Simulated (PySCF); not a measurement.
## Excitation energy of Pb by level of theory

Pb [Xe] 4f14 5d10 6s2 6p2 (3P) → Pb [Xe] 4f14 5d10 6s2 6p1 6d1 (high-spin determinant), as a difference of total energies. Calculation: PySCF 2.14, in aug-cc-pwCVDZ-PP with ECP60MDF; scalar relativity through the core potential. Correlated levels: valence: 5s2 5p6 5d10 frozen. The calculations carry no spin-orbit coupling.

```tsv
method	excitation energy (eV)
UHF	6.153
SCS-MP2 (valence)	6.177
CCSD (valence)	6.049
CCSDT (valence)	5.990
```

**Question.** Estimate what MP2 (valence) gives.

**Answer.** 6.208 eV, closest to SCS-MP2 (valence) among the rows shown.

**Question.** Estimate what CCSD(T) (valence) gives.

**Answer.** 6.013 eV, closest to CCSDT (valence) among the rows shown.

Spin-orbit coupling is strong in these open shells (close to jj coupling). The scalar numbers leave it out and a first-order estimate fails, so it can dominate the gap to the real levels.

The promoted electron is Rydberg-like, and one or two diffuse shells describe it only roughly, which tends to raise the upper state.

The coupled-cluster amplitudes are large for the upper state (T1 above 0.03 or a double amplitude above 0.15), so a single reference is strained.

The determinant of the upper state mixes LS terms, which raises its energy above the lowest term, most at the Hartree-Fock and MP2 levels.
